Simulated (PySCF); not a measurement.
Start geometry of dipropylamine, `CCCNCCC` from GFN2-xTB (Å):
```
atom  x, y, z in Å
C1     3.6981   -0.2010    0.5444
C2     2.4744   -0.3396   -0.3518
C3     1.1822   -0.0657    0.4113
N4     0.0393   -0.1269   -0.4786
C5    -1.2267    0.0660    0.2014
C6    -2.3886   -0.0723   -0.7772
C7    -3.7269    0.2065   -0.1057
H8     3.6445   -0.9025    1.3746
H9     3.7592    0.8053    0.9522
H10    4.6084   -0.4001   -0.0161
H11    2.5406    0.3592   -1.1870
H12    2.4373   -1.3498   -0.7673
H13    1.0948   -0.7771    1.2551
H14    1.2129    0.9435    0.8353
H15    0.0318   -1.0257   -0.9545
H16   -1.2205    1.0760    0.6249
H17   -1.3650   -0.6440    1.0396
H18   -2.2317    0.6218   -1.6039
H19   -2.3897   -1.0843   -1.1901
H20   -3.7483    1.2168    0.2965
H21   -4.5423    0.1025   -0.8175
H22   -3.8943   -0.4900    0.7133
```

Q: What comes out of this run: PBE0-D3(BJ)/def2-SVP geometry optimisation, gas phase (PySCF)?

A: 
```
atom  x, y, z in Å
C1     3.7237   -0.2523    0.6369
C2     2.4836   -0.3879   -0.2304
C3     1.1903   -0.1379    0.5271
N4     0.0399   -0.2276   -0.3384
C5    -1.2266   -0.0071    0.3159
C6    -2.3885   -0.1232   -0.6564
C7    -3.7382    0.1516   -0.0153
H8     3.7039   -0.9591    1.4821
H9     3.8070    0.7621    1.0592
H10    4.6417   -0.4480    0.0630
H11    2.5253    0.3120   -1.0812
H12    2.4497   -1.4005   -0.6724
H13    1.1355   -0.8318    1.3996
H14    1.2157    0.8783    0.9620
H15    0.0317   -1.1330   -0.8052
H16   -1.2175    1.0098    0.7499
H17   -1.3984   -0.6951    1.1777
H18   -2.2073    0.5701   -1.4942
H19   -2.3872   -1.1372   -1.0966
H20   -3.7842    1.1722    0.3975
H21   -4.5586    0.0514   -0.7415
H22   -3.9410   -0.5468    0.8127
```

The energy falls by 5.5 kJ/mol over 4 energy and gradient evaluations, the largest force component goes from 0.0172 to 9.4e-05 Eh/bohr, and the atoms move by 0.036 Å rms after alignment. Among the bonds, C1–H8, C1–H9, C1–H10, C2–H12, C7–H20, C7–H21 and C7–H22 change most and about equally (+0.013 to +0.014 Å). Bonds longer at the end by more than 0.005 Å: 14 of 21; shorter: 4. Among the angles that change most is H16–C5–H17, from 107.4° to 105.4°. Rotational constants go from 12937, 774.2, 752.2 to 13088, 767.1, 746.1 MHz. The orientation of the end geometry is arbitrary; only internal coordinates are fixed.

The run used 173 basis functions and 27 SCF cycles in all.

Not checked by PBE0-D3(BJ)/def2-SVP frequencies. One conformer, not necessarily the lowest.
